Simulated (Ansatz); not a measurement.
```yaml
atoms:
  - { symbol: Si, position_ang: [0.0000, 0.0000, 0.0000] }
  - { symbol: N, position_ang: [0.0000, 0.0000, 1.5700] }
```

Basis set: pcseg-2 (spherical functions). Charge 0, multiplicity 2.

Computed with Ansatz (development build ahead of 0.2.0); each method stands on the lowest determinant of its kind that the runs found. Restricted functionals stand beside restricted open-shell atoms, which can lie above the unrestricted atoms usual in DFT and then raise those values.

Task: Give the atomization energy at this shape (free ground-state atoms in the same class of orbitals less the molecule, no zero-point energy) of doublet SiN by PBE0 (restricted open-shell), PBE (restricted open-shell).

Result:

```json
{"method": "PBE0 (restricted open-shell)", "atomization energy": "102.34 kcal/mol"}
{"method": "PBE (restricted open-shell)", "atomization energy": "118.94 kcal/mol"}
```

The shape needn't be a minimum at these levels.
